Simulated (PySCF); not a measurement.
Fill in the blanks.

C7H18NP.
Structure used (GFN2-xTB), in Å, numbered top down from 1:
```xyz
27
C7H18NP angstrom
C      2.8563    0.3922    1.2459
C      2.2231    0.8392   -0.0711
N      1.0232    0.0957   -0.3985
C      1.2514   -1.2136   -0.9635
P     -0.4437    0.9420   -0.4567
C     -1.0156    0.6677   -2.2141
C     -1.6007   -0.2925    0.3815
C     -1.1122   -0.5456    1.8024
C     -3.0184    0.2693    0.3909
H      3.1771   -0.6450    1.1932
H      3.7234    1.0094    1.4665
H      2.1370    0.4949    2.0543
H      2.9594    0.7403   -0.8807
H      1.9474    1.8940    0.0108
H      1.8610   -1.1558   -1.8744
H      0.3044   -1.6850   -1.2134
H      1.7707   -1.8589   -0.2489
H     -0.2502    1.0596   -2.8825
H     -1.9327    1.2275   -2.3817
H     -1.1910   -0.3832   -2.4393
H     -1.5966   -1.2390   -0.1743
H     -0.0998   -0.9430    1.7929
H     -1.7601   -1.2587    2.3108
H     -1.1102    0.3836    2.3695
H     -3.0386    1.2277    0.9066
H     -3.3907    0.4161   -0.6207
H     -3.6937   -0.4124    0.9067
```

```csv
property,level,value
point group of the GFN2-xTB geometry,GFN2-xTB,?
"rotational constants A, B, C of the GFN2-xTB geometry",GFN2-xTB,?
dipole moment,PBE0/pcSseg-1,?
HOMO energy,PBE0/pcSseg-1,-6.10 eV
LUMO energy,PBE0/pcSseg-1,?
13C chemical shifts (computed TMS as zero) by class,GIAO PBE0/pcSseg-1,?
1H chemical shifts (computed TMS as zero) by class,GIAO PBE0/pcSseg-1,"3.05 (H13/H14), 2.58 (H15/H16/H17), 1.37 (H21), 1.11 (H18/H19/H20), 1.06 (H10/H11/H12), 1.03 (H22/H23/H24/H25/H26/H27) ppm"
"isotropic shieldings of nuclei other than C and H, by class",GIAO PBE0/pcSseg-1,?
```

Electronic properties: PySCF, gas phase, density fitting. GFN2-xTB frequencies show an imaginary mode (32i cm⁻¹), so this geometry is no minimum at that level. NMR classes are plain means over equivalent atoms (diastereotopic ones count apart unless rotation or inversion swaps them), as if these changed places fast; in this geometry the members of some classes differ.

(1) What is the LUMO energy?

(2) What is the point group of the GFN2-xTB geometry?

(3) The isotropic shieldings of nuclei other than C and H, by class?

(4) Give the rotational constants A, B, C of the GFN2-xTB geometry.

(5) What are the 13C chemical shifts (computed TMS as zero) by class?

(6) What is the dipole moment?

## Answers

(1) 1.22 eV.

(2) C1.

(3) 231 (N3), 268 (P5) ppm.

(4) 1.866, 0.942, 0.774 GHz.

(5) 57.1 (C2), 38.4 (C7), 32.6 (C4), 20.5 (C8/C9), 16.0 (C6), 15.9 (C1) ppm.

(6) 1.35 D.

In atomic units the dipole is 0.53 e·bohr (1 au = 2.5417 D). With B = h/(8π²I), that is 505.379 GHz u Å² over I, the principal moments of inertia are 270.8, 536.6 and 653.1 u Å² (most abundant isotopes); the inertial defect Ic − Ia − Ib is -154.3 u Å² (zero for a rigid planar frame, negative otherwise). A dipole of 1.35 D is allowed in C1, and pure rotational transitions are dipole-allowed. The rotational constants make it an asymmetric top with κ = (2B − A − C)/(A − C) = -0.69, nearer the prolate limit (−1).

One conformer stands for the species.
